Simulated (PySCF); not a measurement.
Compound: C6H5F3NP.
Numbering: `[CH3:1][C:2]#[C:3][P:4]([CH2:5][C:6]#[N:7])[C:8]([F:9])([F:10])[F:11]` (hydrogens: H12, H13, H14 on C1; H15, H16 on C5)

Structure used (GFN2-xTB), in Å, numbered top down from 1:
```xyz
16
C6H5F3NP angstrom
C      3.350    0.420    0.450
C      1.938    0.270    0.684
C      0.747    0.143    0.821
P     -0.950   -0.044    1.234
C     -1.643    1.068   -0.112
C     -3.073    0.957   -0.179
N     -4.211    0.867   -0.226
C     -1.148   -1.665    0.264
F     -2.417   -2.088    0.260
F     -0.407   -2.629    0.826
F     -0.763   -1.579   -1.021
H      3.681    1.397    0.803
H      3.566    0.333   -0.615
H      3.893   -0.356    0.988
H     -1.196    0.819   -1.080
H     -1.375    2.095    0.159
```

Computed at PBE0/pcSseg-1 (PySCF, non-relativistic), with Q(14N) = 0.02044 b: N7, 14N (I = 1): χzz = -4.702 MHz, η = 0.023.

Problem. Where would the pure quadrupole (NQR) lines of 14N at N7 fall for the rigid, isolated species?

Solution. From ν± = (3/4)|χ|(1 ± η/3) and ν0 = |χ|η/2: ν+ 3.554 MHz, ν− 3.499 MHz, ν0 0.055 MHz (nitrile nitrogen).

In a crystal, neighbours and librations shift these lines. GFN2-xTB bond lengths can be off by several hundredths of an ångström, more for odd bonds, and the gradients follow them. With so small a basis the couplings can be 20 % off.

These values come from a run that also computed NMR shieldings. The run took 50 s wall (with the writing of density and orbital grids) on one thread of an Arm Neoverse V1, no GPU, shared host with 32 logical CPUs at a one-minute load of 12, and the process peaked at 0.95 GiB of memory.

One conformer stands for the species.
